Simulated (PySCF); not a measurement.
The free ion Rh6+ in its d3 configuration.

Method (PySCF 2.14, density fitting): CASSCF(3,5) with orbitals averaged over all microstates of the shell, strongly contracted NEVPT2 on the averaged canonical orbitals; basis x2c-TZVPall; spin-free X2C; gas phase; spin-orbit coupling by state interaction with the mean-field operator over all roots.

CASSCF energies above the lowest CASSCF root:

| state | CASSCF / cm⁻¹ |
| --- | --- |
| 4F | 0 |
| 4P | 16226 |
| 2G | 17718 |
| 2P | 23126 |
| 2H | 23126 |
| 2D | 25401 |
| 2F | 39352 |
| 2D | 62503 |

Problem. How does dynamic correlation (SC-NEVPT2) move these states?

Solution. 
```json
{"state": "4F", "NEVPT2 / cm⁻¹": "0", "shift / cm⁻¹": "0"}
{"state": "4P", "NEVPT2 / cm⁻¹": "13924", "shift / cm⁻¹": "-2302"}
{"state": "2G", "NEVPT2 / cm⁻¹": "16078", "shift / cm⁻¹": "-1639"}
{"state": "2P", "NEVPT2 / cm⁻¹": "20895", "shift / cm⁻¹": "-2231"}
{"state": "2H", "NEVPT2 / cm⁻¹": "21554", "shift / cm⁻¹": "-1572"}
{"state": "2D", "NEVPT2 / cm⁻¹": "22416", "shift / cm⁻¹": "-2985"}
{"state": "2F", "NEVPT2 / cm⁻¹": "35199", "shift / cm⁻¹": "-4153"}
{"state": "2D", "NEVPT2 / cm⁻¹": "56545", "shift / cm⁻¹": "-5958"}
```

In the ligand-field fit B goes from 1082 to 934 cm⁻¹, C goes from 4464 to 4211 cm⁻¹.

These are spin-free levels; spin-orbit coupling mixes and splits them, by more than some of the gaps here.
